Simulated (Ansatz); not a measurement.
Geometry optimisation, Ansatz, UKS B3LYP-D4/def2-SVP.

Input:

```yaml
crystal:
  periodic: [false, false, false]
  atoms:
    - { symbol: Si, position_ang: [-0.3682, -0.0956, -1.1551] }
    - { symbol: H, position_ang: [1.2132, -1.0519, -0.8173] }
    - { symbol: H, position_ang: [0.0042, -0.1883, -2.5643] }
    - { symbol: H, position_ang: [-1.2447, 1.1147, -1.2028] }
    - { symbol: Si, position_ang: [-1.5779, -1.6642, 0.0044] }
    - { symbol: H, position_ang: [1.6444, -0.2698, -0.4047] }
    - { symbol: "N", position_ang: [1.1585, 0.9544, -0.122] }
    - { symbol: C, position_ang: [0.8893, 1.3321, 1.2463] }
    - { symbol: H, position_ang: [-2.9999, -1.3094, 0.0502] }
    - { symbol: H, position_ang: [-1.5184, -2.9826, -0.6304] }
    - { symbol: H, position_ang: [-1.1552, -1.8444, 1.3974] }
    - { symbol: H, position_ang: [1.5059, 1.7521, -0.6414] }
    - { symbol: H, position_ang: [1.7709, 1.7763, 1.7175] }
    - { symbol: H, position_ang: [0.0609, 2.0452, 1.3219] }
    - { symbol: H, position_ang: [0.6171, 0.4314, 1.8003] }
magnetization:
  spin_polarized: true
basis:
  gaussian: { orbitals: def2-SVP }
hamiltonian:
  xc: b3lyp
  dispersion: d4
relax:
  f_tol: 0.15
  max_steps: 25
  restrain:
    - { distance: [0, 6], at: 3.12, k: 30.0 }
    - { distance: [5, 1], at: 1.92, k: 30.0 }
    - { distance: [0, 1], at: 1.42, k: 30.0 }
    - { distance: [5, 6], at: 1.02, k: 30.0 }
output:
  orbitals: {}
```

Run as:

```bash
$ ansatz run input.yaml --threads 4 --pin off --max-ram 5120MiB --backend cpu --events-out ev --progress --plain --runs-dir out
```

Problem. Where does it end, and by what steps?

Solution. The run converged. The restraints hold the end off the free minimum; the threshold counts their pulls, which the force column leaves out. Restrained pairs: Si1–N7 (2.12 → 3.13 Å), H2–H6 (0.98 → 1.93 Å), Si1–H2 (1.88 → 1.45 Å), H6–N7 (1.35 → 1.02 Å). After 13 steps the energy has fallen by 1.965 eV (the restraints' own energy left out); H3 moved furthest, 1.24 Å.

```json
{"step": "0", "energy less start (eV)": "0.0000", "largest force component (eV/Å)": "1.838", "accepted": "yes"}
{"step": "1", "energy less start (eV)": "0.2782", "largest force component (eV/Å)": "3.615", "accepted": "yes"}
{"step": "2", "energy less start (eV)": "0.1791", "largest force component (eV/Å)": "2.226", "accepted": "yes"}
{"step": "3", "energy less start (eV)": "-0.1227", "largest force component (eV/Å)": "2.741", "accepted": "yes"}
{"step": "4", "energy less start (eV)": "-0.8497", "largest force component (eV/Å)": "1.993", "accepted": "yes"}
{"step": "5", "energy less start (eV)": "-1.4293", "largest force component (eV/Å)": "0.949", "accepted": "yes"}
{"step": "6", "energy less start (eV)": "-1.6352", "largest force component (eV/Å)": "0.767", "accepted": "yes"}
{"step": "7", "energy less start (eV)": "-1.7396", "largest force component (eV/Å)": "1.101", "accepted": "yes"}
{"step": "8", "energy less start (eV)": "-1.7903", "largest force component (eV/Å)": "1.200", "accepted": "yes"}
{"step": "9", "energy less start (eV)": "-1.8396", "largest force component (eV/Å)": "1.177", "accepted": "yes"}
{"step": "10", "energy less start (eV)": "-1.8650", "largest force component (eV/Å)": "1.172", "accepted": "yes"}
{"step": "11", "energy less start (eV)": "-1.9145", "largest force component (eV/Å)": "1.270", "accepted": "yes"}
{"step": "12", "energy less start (eV)": "-1.9560", "largest force component (eV/Å)": "1.076", "accepted": "yes"}
{"step": "13", "energy less start (eV)": "-1.9651", "largest force component (eV/Å)": "1.012", "accepted": "yes"}
```

```xyz
15
Properties=species:S:1:pos:R:3
Si -0.385 -0.299 -1.673
H 1.021 -0.632 -1.766
H -1.042 -0.724 -2.950
H -0.588 1.170 -1.545
Si -1.459 -1.515 0.033
H 1.596 -0.074 -0.014
N 1.704 0.870 0.347
C 0.832 1.197 1.459
H -2.866 -1.040 0.165
H -1.479 -2.955 -0.363
H -0.786 -1.402 1.356
H 1.621 1.519 -0.428
H 1.153 2.149 1.911
H -0.248 1.309 1.228
H 0.924 0.428 2.239
```

Run time: 67 s on 4 threads of Arm Neoverse N1, with other jobs on the host, peak memory 0.39 GiB.
